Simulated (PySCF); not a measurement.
A side-by-side comparison of computed properties.

First species: C3H3F3N2.
SMILES: `C=N/N=C/C(F)(F)F`

Second species: vinyl acetate, C4H6O2.
Structure used (GFN2-xTB), in Å, numbered top down from 1:
```xyz
12
C4H6O2 angstrom
C     -2.284    0.172    1.080
C     -1.309   -0.423    0.418
O     -0.137    0.238    0.133
C      0.826   -0.416   -0.549
C      2.017    0.478   -0.752
O      0.726   -1.550   -0.929
H     -2.192    1.189    1.416
H     -3.195   -0.351    1.298
H     -1.350   -1.443    0.057
H      2.399    0.798    0.214
H      2.787   -0.057   -1.300
H      1.714    1.364   -1.305
```

Levels: CAM-B3LYP/def2-SVPD for dipole moment, HOMO energy, LUMO energy, HOMO–LUMO gap, static isotropic polarisability and electronic spatial extent ⟨r²⟩ about the centre of nuclear charge; TDDFT CAM-B3LYP/def2-SVPD for lowest singlet excitation; TDA CAM-B3LYP/def2-SVPD for lowest triplet excitation (Tamm–Dancoff); GFN2-xTB for rotational constant A and rotational constant C. Geometries: GFN2-xTB. Each structure is a single optimised conformer of the isolated species, non-relativistic unless stated. Electronic properties by PySCF.

The conformers computed, where there is a choice (atom-mapped SMILES and torsion angles):
- `[CH2:1]=[N:2]/[N:3]=[CH:4]/[C:5]([F:6])([F:7])[F:8]`: C1–N2–N3–C4 -107°, N3–C4–C5–F6 26°
- `[CH2:1]=[CH:2][O:3][C:4]([CH3:5])=[O:6]`: C1–C2–O3–C4 180°, C2–O3–C4–C5 180°

Which has the higher ⟨r²⟩?

The first: 1124 bohr² against 657 bohr², a difference of 467 bohr².

Which of the two has the higher S1 energy, and by how much?

The second: 5.85 eV against 4.78 eV, a difference of 1.07 eV.

Which of the two has the higher static isotropic polarisability, and by how much?

The first: 62.9 au against 57.9 au, a difference of 5.0 au.

Which of the two has the higher rotational constant A, and by how much?

The second: 9.480 GHz against 5.264 GHz, a difference of 4.216 GHz.

Which of the two has the higher T1 energy, and by how much?

The second: 4.28 eV against 3.55 eV, a difference of 0.73 eV.

Which of the two has the higher HOMO energy, and by how much?

The second: -8.85 eV against -9.04 eV, a difference of 0.19 eV.

Which of the two has the higher LUMO energy, and by how much?

The second: 0.63 eV against -0.33 eV, a difference of 0.96 eV.

Which has the higher rotational constant C?

The second: 1.839 GHz against 1.001 GHz, a difference of 0.838 GHz.

On the first: The vertical singlet–triplet gap S1 − T1 is 1.23 eV (TDDFT singlet less Tamm–Dancoff triplet; S1: HOMO−1→LUMO, weight 0.53, beside HOMO→LUMO, weight 0.30; T1: HOMO→LUMO, weight 0.85).

On the second: The dipole matches unit charges of opposite sign 0.40 Å apart (1 e·Å = 4.8032 D). A dipole of 1.94 D is allowed in Cs, and pure rotational transitions are dipole-allowed. GFN2-xTB frequencies show an imaginary mode (24i cm⁻¹), so this geometry is no minimum at that level.
